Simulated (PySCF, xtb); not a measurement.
Al(H)(Cl)(OEt) (C₂H₆AlClO), SMILES CC[O][AlH][Cl].

GFN2-xTB (xtb 6.7.1) at its own geometry gives an orbital gap of 4.97 eV and a dipole moment of 2.02 D.

The structure is a stationary point at ωB97X-D3(BJ)/def2-SVP. The structure was generated by enumeration; whether it is a known compound was not checked. The values are those of a single conformer.

Task: What does PBE/def2-TZVP run with PySCF give? (The exact figures need the calculation; the answer reports its results.)

Result: gap 5.26 eV (levels -6.81 and -1.55 eV), dipole 1.09 D.
